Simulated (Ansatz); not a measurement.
Ideal-gas functions of ClH4SSi2, SMILES `[SiH2]S[SiH2]Cl` radical at 500 K and 1 bar, from an Ansatz frequency run at PBE0-D4/def2-TZVP.

Molar mass 127.72 g/mol, point group C1 (symmetry number 1), electronic degeneracy 2, moments of inertia 123.335, 317.87, 399.284 u Å². Harmonic wavenumbers (cm⁻¹, unscaled): 44, 105, 123, 201, 482, 513, 559, 567, 644, 677, 713, 848, 897, 936, 2175, 2217, 2254, 2269.

Use S(trans) = R[1.5 ln M + 2.5 ln T − 1.1517]; rotational temperatures θ = 24.2544 K / I; S(rot) = R[ln(√π/σ · √(T³/θAθBθC)) + 1.5]; for each mode x = 1.438777 ν̃/T, S = R[x/(eˣ − 1) − ln(1 − e⁻ˣ)] and H = RT x/(eˣ − 1); 1 cm⁻¹ = 0.0119627 kJ/mol; R = 8.31446 J/(mol·K).

By hand: the entropy, in J/(mol·K).

Translation 180.1. Rotation: θ = 0.1967, 0.0763, 0.0607 K, giving 123.8. Vibration, mode by mode: 25.50, 18.30, 16.99, 12.98, 6.23, 5.79, 5.20, 5.11, 4.28, 3.97, 3.66, 2.69, 2.41, 2.21, 0.12, 0.10, 0.10, 0.09, in all 115.7. Electronic 5.8. Sum 425.4 J/(mol·K).

By hand: H − E and G − E in kJ/mol, counted from the electronic energy.

Zero-point energy ½ × 16224 × 0.0119627 = 97.0; thermal vibration 27.9; translation, rotation and pV give 4 RT = 16.6. H − E = 141.5 kJ/mol, and G − E = 141.5 − 500 × 425.4/1000 = -71.2 kJ/mol.

Vibration gives 27 % of the entropy, 60.8 J/(mol·K) of it from the modes under 150 cm⁻¹: soft modes count most, and the harmonic formula is weakest for them. The sum counts one conformer and one mirror image; others add a mixing term.
